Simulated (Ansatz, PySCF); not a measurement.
Complex: H2S (SMILES S) (first 3 atoms) with GeH4 (SMILES [GeH4]); geometry from B3LYP-D3(BJ)/def2-TZVP, rigid monomers moved along the line of their centres of mass till S1···Ge4 is 4.44 Å.
(charge 0, multiplicity 1):
```xyz
8

S      0.156    -0.375    -0.314
H      0.278    -1.634     0.138
H     -1.172    -0.372    -0.119
Ge    -0.029     0.279     4.072
H     -0.157     0.429     5.598
H     -1.036    -0.778     3.592
H      1.395    -0.172     3.724
H     -0.334     1.624     3.401
```

Quantity: the interaction energy.

Monomers are frozen at their geometry in the pair; levels with a basis set take the counterpoise correction.

Cores are frozen in the correlated methods. Filled d and f shells under p-block atoms count as core. CBS(a, b) extrapolates the correlation energy as X⁻³ and adds the Hartree–Fock energy of set b.

Codes used: Ansatz (a quantum-chemistry and plane-wave program); PySCF for the dispersion terms. Values without a source in brackets are computed.

Costs are ratios of core time to PBE/def2-TZVPPD (roughly 8 s), for whole runs (searches for the state included, and forces where a run took them) on one shared machine, so rough; each difference counts from -33.6 meV (CCSD(T)/CBS(def2-SVPD, def2-TZVPPD), a level with limits of its own).

```
level                      basis functions  cost
-------------------------  ---------------  ----
PBE/def2-TZVPPD                        207    ×1
PBE-D3(BJ)/def2-TZVPPD                 207    ×1
B3LYP/def2-TZVPPD                      207    ×1
B3LYP-D3(BJ)/def2-TZVPPD               207    ×1
PBE0/def2-TZVPPD                       207    ×1
PBE0-D3(BJ)/def2-TZVPPD                207    ×1
r2SCAN/def2-TZVPPD                     207    ×1
r2SCAN-D3(BJ)/def2-TZVPPD              207    ×1
wB97X-V/def2-TZVPPD                    207    ×3
CCSD(T)/def2-SVPD                      113    ×3
wB97M-V/def2-TZVPPD                    207    ×3
CCSD(T)/def2-TZVPPD                    207   ×20
```

### Question
What does the step from CCSD(T)/def2-SVPD to CCSD(T)/def2-TZVPPD cost and buy?

### Answer
113 to 207 functions, cost ×7 (rough); the difference goes from 2.2 to 0.8 meV.

Each difference (meV): PBE/def2-TZVPPD 13.6; PBE-D3(BJ)/def2-TZVPPD -12.0; B3LYP/def2-TZVPPD 35.5; B3LYP-D3(BJ)/def2-TZVPPD -6.0; PBE0/def2-TZVPPD 15.9; PBE0-D3(BJ)/def2-TZVPPD -11.5; r2SCAN/def2-TZVPPD 8.4; r2SCAN-D3(BJ)/def2-TZVPPD -5.0; wB97X-V/def2-TZVPPD -5.0; CCSD(T)/def2-SVPD 2.2; wB97M-V/def2-TZVPPD -3.6; CCSD(T)/def2-TZVPPD 0.8.
